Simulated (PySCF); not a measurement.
# First hyperpolarisability: SMILES N#CC(C#N)=C(C#N)C#C[SiH3], C7H3N3Si

Geometry:
```
atom   x (Å)   y (Å)   z (Å)
  N1  -3.079  -0.083   0.762
  C2  -2.138  -0.705   0.962
  C3  -0.977  -1.471   1.211
  C4  -1.160  -2.695   1.891
  N5  -1.319  -3.686   2.444
  C6   0.257  -1.035   0.812
  C7   1.416  -1.809   1.070
  N8   2.365  -2.419   1.269
  C9   0.451   0.184   0.139
 C10   0.627   1.233  -0.439
Si11   0.850   2.854  -1.319
 H12   1.143   2.521  -2.712
 H13  -0.406   3.585  -1.170
 H14   1.971   3.524  -0.662
```

Method: quadratic response wB97X-D/def2-SVPD first hyperpolarisability, Taylor convention, gas phase (PySCF 2.14.0). Geometry: GFN2-xTB.

Problem. Give β for the processes computed.

Solution. In au, Taylor convention; the vector part is βᵢ = ⅓ Σⱼ (βᵢⱼⱼ + βⱼᵢⱼ + βⱼⱼᵢ); β∥ is 3/5 of the vector part along the dipole, the dipole points from − to +:
```csv
process,λ (nm),β vector norm,β∥,β HRS,depolarisation ratio
"static β(0;0,0)",∞,415.6,249.1,209.2,3.13
"second harmonic β(−2ω;ω,ω)",1064,789.3,472.4,372.9,3.59
"Pockels β(−ω;ω,0)",1064,507.3,304.0,–,–
```

Problem. Which lowest excitations, dipole and polarisabilities go with it?

Solution. S1 3.99 eV (f = 0.000); S2 4.11 eV (f = 0.484); S3 5.38 eV (f = 0.000); dipole 5.27 D; isotropic α 133.8 au static, 136.9 au at 1064 nm, 149.3 au at 532 nm.
